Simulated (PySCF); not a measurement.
C₆H₁₀F₂.
Z-matrix (Å and degrees, GFN2-xTB geometry), rows numbered from 1:
```
C 
C   1  1.3231
C   2  1.5065  1  121.22
C   3  1.5266  2  113.44  1   120.80
F   4  1.3770  3  111.35  2    76.54
C   2  1.5054  1  121.40  3   179.68
C   6  1.5256  2  113.14  1   120.28
F   7  1.3756  6  110.76  2   -59.15
H   1  1.0763  2  121.89  3   179.36
H   1  1.0768  2  122.05  3    -0.10
H   3  1.0905  2  109.15  1     0.51
H   3  1.0927  2  110.02  1  -117.62
H   4  1.0945  3  110.90  2  -165.63
H   4  1.0948  3  111.68  2   -42.61
H   6  1.0917  2  110.14  1  -120.04
H   6  1.0912  2  109.09  1    -1.09
H   7  1.0947  6  110.75  2  -177.21
H   7  1.0932  6  112.09  2    60.14
```

Vertical excitations from PySCF (density fitting, frozen core in the response, grid level 2 and gas phase unless stated; continuum runs use non-equilibrium linear response for the excitations) on a GFN2-xTB geometry. Reference run:

```
                         settings    S1, eV (f)    S2, eV (f)    S3, eV (f)    S4, eV (f)    S5, eV (f)    S6, eV (f)  T1, eV (Tamm–Dancoff)  mean α (au)
HSE06/def2-SVPD, TDA, 25 singlets  6.95 (0.022)  7.38 (0.327)  7.65 (0.017)  7.74 (0.003)  7.82 (0.000)  7.87 (0.136)                   4.38         74.8
```

**Question.** What do these settings give: PBE0/IGLO-II, level shift 0.1 Eh, full TDDFT, 12 singlets?

**Answer.** 
| settings | S1, eV (f) | S2, eV (f) | S3, eV (f) | S4, eV (f) | S5, eV (f) | S6, eV (f) | T1, eV (Tamm–Dancoff) | mean α (au) |
| --- | --- | --- | --- | --- | --- | --- | --- | --- |
| PBE0/IGLO-II, level shift 0.1 Eh, full TDDFT, 12 singlets | 7.29 (0.403) | 7.62 (0.027) | 7.87 (0.000) | 8.26 (0.008) | 8.28 (0.017) | 8.36 (0.024) | – | 69.1 |

S1 moves by +0.34 eV; functional, basis and response scheme change together, so the shift can't be laid on one. States are counted by energy in each run and needn't keep their character from row to row.

**Question.** Which orbital pairs make up S1 in each run, and how does it sit against the orbital gap?

**Answer.** 
```csv
settings,S1 configurations (weight),S1 (eV),orbital gap (eV),S1 − gap (eV)
"HSE06/def2-SVPD, TDA, 25 singlets",H→L+1 0.94,6.95,6.80,+0.15
"PBE0/IGLO-II, level shift 0.1 Eh, full TDDFT, 12 singlets",H→L 0.93,7.29,7.64,-0.35
```

One conformer stands for the species.
